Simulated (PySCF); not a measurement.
Mg(Me) (CH₃Mg), SMILES [CH3][Mg+], charge +1.

Geometry optimised at PBE0-D3(BJ)/def2-TZVP. The spin state was assumed, not searched. The isomer is the one that the SMILES or the coordinates give; other isomers of the formula were not compared.

Two levels are set side by side: PBE/def2-TZVPD (PySCF) and CAM-B3LYP/def2-TZVPD (PySCF). Same geometry, gas phase. Differences are taken from unrounded values.

| quantity | PBE |
|---|---|
| orbital gap (eV) | 2.95 |
| highest occupied level (eV) | -12.15 |
| lowest empty level (eV) | -9.20 |
| mean polarisability (bohr³) | 40.9 |

These are the PBE values. What does CAM-B3LYP give? (An estimate is asked for; the answer gives what the named calculation found.)


```csv
quantity,CAM-B3LYP,PBE minus CAM-B3LYP
orbital gap (eV),6.68,-3.73
highest occupied level (eV),-14.36,2.21
lowest empty level (eV),-7.68,-1.52
mean polarisability (bohr³),39.0,1.9
```

PBE's occupied levels lie high since its potential decays too fast outside the molecule; exact exchange lowers them and widens the gap. PBE's more diffuse valence density responds more strongly to a field. Differences between two approximate levels are no errors against the true value.

Rough cost on one machine, each run with all the roots and properties that it gave: CAM-B3LYP against PBE within a factor of 2.
